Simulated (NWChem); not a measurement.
C2H8BN; SMILES CBNC

```xyz
12

B     -0.7573    -0.6986    -0.0023
H     -1.9029    -1.1262    -0.0056
C      0.5014    -1.6634    -0.0019
H      1.1558    -1.4867    -0.8837
H      0.2158    -2.7329    -0.0131
H      1.1420    -1.5020     0.8930
N     -0.6381     0.7018     0.0014
C      0.5694     1.5049     0.0068
H     -1.4980     1.2548     0.0010
H      0.6365     2.1528     0.9088
H      0.6332     2.1690    -0.8836
H      1.4600     0.8490    -0.0007
```
Atoms are numbered in this order, from 1.

This is a stationary point of PBE-D3(BJ)/def2-SVP (NWChem), point group Cs. 

### Question
Is it a minimum? If not, what does it relax to?

### Answer
No. It has an imaginary frequency of 95i cm⁻¹. Following that mode (on a finer grid) lowers the energy by 0.7 kcal/mol and ends, with real frequencies alone, at point group Cs:
```xyz
12

B     -0.7080    -0.6878     0.1383
H     -1.8396    -1.1274     0.2937
C      0.5157    -1.6824     0.0521
H      1.5142    -1.2218    -0.0891
H      0.3535    -2.4030    -0.7789
H      0.5561    -2.3054     0.9721
N     -0.6141     0.7117     0.0494
C      0.5571     1.5477    -0.1328
H     -1.4836     1.2453     0.1203
H      0.7006     2.2534     0.7151
H      0.4948     2.1543    -1.0632
H      1.4643     0.9193    -0.2027
```
